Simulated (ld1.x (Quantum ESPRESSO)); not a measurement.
u(r) = r·R(r): atom against pseudo-atom (potassium (K))

Columns: radius, all-electron u(r) and pseudo u(r) of the 3s shell (level -35.34 eV) of potassium in the configuration [Ne] 3s2 3p6 4s1 4p0; PBE, scalar-relativistic, TM scheme, ld1.x (Quantum ESPRESSO) 7.5.

```csv
r (bohr),all-electron,pseudo
0.103,0.0231,0.1238
0.205,-0.4320,0.2445
0.308,-0.4660,0.3623
0.410,-0.2260,0.4730
0.513,0.1045,0.5768
0.615,0.4126,0.6696
0.718,0.6596,0.7508
0.820,0.8306,0.8166
0.923,0.9336,0.8657
1.025,0.9783,0.8950
1.128,0.9792,0.9039
1.230,0.9488,0.8920
1.332,0.8977,0.8610
1.435,0.8336,0.8135
1.538,0.7632,0.7541
1.640,0.6916,0.6884
1.743,0.6206,0.6198
1.845,0.5534,0.5533
1.948,0.4900,0.4900
2.050,0.4322,0.4322
2.153,0.3792,0.3792
2.255,0.3320,0.3320
2.358,0.2894,0.2894
2.460,0.2520,0.2520
2.562,0.2190,0.2190
2.665,0.1896,0.1896
```

(1) How many radial nodes do the two functions have?

(2) At about which radius was the pseudo-wave matched?

(3) Is the pseudo-wave norm-conserving?

Results:

(1) The all-electron 3s function has n − l − 1 = 2; the pseudo-wave has 0, since the states of the same l below it are removed with the core.

(2) 2.05 bohr. The columns agree to 0.0005 from 1.84 bohr on; several derivatives are matched, so the curves merge somewhat inside the radius.

(3) Yes: the TM scheme keeps the norm inside the radius equal to the all-electron one, which fixes the energy derivative of the logarithmic derivative at the level.
